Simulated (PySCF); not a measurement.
C₃H₆AlCl.

```xyz
11

Al     0.6970     0.0103     0.4353
C     -0.2176    -1.7196     0.1699
C     -0.5857    -1.1284    -1.1434
C      0.2793    -0.8567    -2.1532
H     -1.0719    -1.9948     0.7972
H      0.5220    -2.5310     0.1050
H     -1.6009    -0.7192    -1.2264
H      1.3060    -1.2378    -2.1527
H     -0.0426    -0.3003    -3.0361
Cl    -0.4275     1.6891     1.0846
H      2.2376     0.1617     0.1756
```

Geometry: B3LYP-D3(BJ)/def2-SVP. The structure was generated by enumeration; whether it is a known compound was not checked. Other conformers were not sampled.

Method: HF/pcSseg-1 in PySCF. Non-relativistic, no solvent.

Computed absolute GIAO shielding of each atom: isotropic value and principal components (ppm):
```csv
atom,σ(iso),σ11,σ22,σ33,span
Al1,477.4,387.4,472.3,572.5,185.1
C2,175.7,158.6,175.4,193.0,34.5
C3,44.2,-87.1,44.4,175.4,262.6
C4,71.4,-47.5,93.5,168.1,215.6
H5,30.1,26.4,27.1,36.7,10.3
H6,30.2,25.6,27.6,37.4,11.8
H7,25.2,22.9,25.8,26.8,3.9
H8,26.6,22.5,25.2,32.0,9.5
H9,26.2,23.0,24.9,30.9,7.9
Cl10,1037.3,964.9,1026.1,1121.0,156.1
H11,28.0,23.8,26.3,33.8,10.0
```
